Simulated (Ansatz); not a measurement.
CH2ClFOZn (`O[C](F)(Cl)[ZnH]`) at its PBE0-D4/def2-TZVP geometry, where that method's forces vanish. Total charge 0; spin multiplicity 1.

```json
{"atom": "O1", "x (Å)": "0.819", "y (Å)": "0.953", "z (Å)": "0.728"}
{"atom": "C2", "x (Å)": "-0.200", "y (Å)": "0.243", "z (Å)": "0.199"}
{"atom": "F3", "x (Å)": "-1.247", "y (Å)": "0.213", "z (Å)": "1.086"}
{"atom": "Cl4", "x (Å)": "-0.890", "y (Å)": "1.136", "z (Å)": "-1.274"}
{"atom": "Zn5", "x (Å)": "0.318", "y (Å)": "-1.518", "z (Å)": "-0.546"}
{"atom": "H6", "x (Å)": "0.507", "y (Å)": "1.837", "z (Å)": "0.976"}
{"atom": "H7", "x (Å)": "0.693", "y (Å)": "-2.865", "z (Å)": "-1.168"}
```

(1) For each bond, give half the difference of the two atoms' forces along it (eV/Å; positive pushes the atoms apart) under PBE-D4, r2SCAN-D4, B3LYP-D4, ωB97M-V in def2-TZVPP. (Best estimate.)

Answers

(1) Computed: 
```csv
bond,length (Å),PBE-D4,r2SCAN-D4,B3LYP-D4,ωB97M-V
O1–C2,1.350,0.25,0.15,0.16,0.29
O1–H6,0.969,0.43,0.04,-0.02,-0.14
C2–F3,1.372,0.55,0.31,0.30,0.21
C2–Cl4,1.856,0.25,0.29,0.25,-0.03
C2–Zn5,1.982,-0.14,-0.17,-0.01,-0.12
Zn5–H7,1.530,-0.08,-0.17,-0.16,-0.14
```

B3LYP here is the variant with VWN-RPA as its local correlation; programs differ in this.
